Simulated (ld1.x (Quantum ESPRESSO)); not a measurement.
u(r) = r·R(r): atom against pseudo-atom (zinc)

Columns: radius, all-electron u(r) and pseudo u(r) of the 4s shell (level -14.35 eV) of zinc in the configuration [Ar] 3d10 4s1 4p0; LDA (PZ), scalar-relativistic, PAW scheme, ld1.x (Quantum ESPRESSO) 7.5.

```json
{"r (bohr)": "0.125", "all-electron": "-0.1731", "pseudo": "-0.0209"}
{"r (bohr)": "0.250", "all-electron": "-0.0468", "pseudo": "-0.0451"}
{"r (bohr)": "0.375", "all-electron": "0.2166", "pseudo": "-0.0754"}
{"r (bohr)": "0.500", "all-electron": "0.3151", "pseudo": "-0.1138"}
{"r (bohr)": "0.625", "all-electron": "0.2602", "pseudo": "-0.1614"}
{"r (bohr)": "0.750", "all-electron": "0.1241", "pseudo": "-0.2183"}
{"r (bohr)": "0.875", "all-electron": "-0.0386", "pseudo": "-0.2830"}
{"r (bohr)": "1.000", "all-electron": "-0.1975", "pseudo": "-0.3532"}
{"r (bohr)": "1.125", "all-electron": "-0.3378", "pseudo": "-0.4258"}
{"r (bohr)": "1.250", "all-electron": "-0.4544", "pseudo": "-0.4969"}
{"r (bohr)": "1.375", "all-electron": "-0.5462", "pseudo": "-0.5626"}
{"r (bohr)": "1.500", "all-electron": "-0.6151", "pseudo": "-0.6193"}
{"r (bohr)": "1.625", "all-electron": "-0.6634", "pseudo": "-0.6638"}
{"r (bohr)": "1.750", "all-electron": "-0.6941", "pseudo": "-0.6941"}
{"r (bohr)": "1.875", "all-electron": "-0.7098", "pseudo": "-0.7098"}
{"r (bohr)": "2.000", "all-electron": "-0.7133", "pseudo": "-0.7133"}
{"r (bohr)": "2.125", "all-electron": "-0.7068", "pseudo": "-0.7068"}
{"r (bohr)": "2.250", "all-electron": "-0.6925", "pseudo": "-0.6925"}
{"r (bohr)": "2.375", "all-electron": "-0.6720", "pseudo": "-0.6720"}
{"r (bohr)": "2.500", "all-electron": "-0.6469", "pseudo": "-0.6469"}
{"r (bohr)": "2.625", "all-electron": "-0.6185", "pseudo": "-0.6185"}
{"r (bohr)": "2.750", "all-electron": "-0.5878", "pseudo": "-0.5878"}
{"r (bohr)": "2.875", "all-electron": "-0.5557", "pseudo": "-0.5557"}
{"r (bohr)": "3.000", "all-electron": "-0.5229", "pseudo": "-0.5229"}
{"r (bohr)": "3.125", "all-electron": "-0.4900", "pseudo": "-0.4900"}
{"r (bohr)": "3.250", "all-electron": "-0.4574", "pseudo": "-0.4574"}
```

Q: How many radial nodes do the two functions have?

A: The all-electron 4s function has n − l − 1 = 3 (the table is too coarse to show those close to the nucleus); the pseudo-wave has 0, since the states of the same l below it are removed with the core.

Q: At about which radius was the pseudo-wave matched?

A: 1.75 bohr, where the columns begin to agree (steps of 0.12 bohr).

Q: Is the pseudo-wave norm-conserving?

A: No, it belongs to a PAW set: the norm inside the radius is not constrained, and the difference is carried by the augmentation charge.
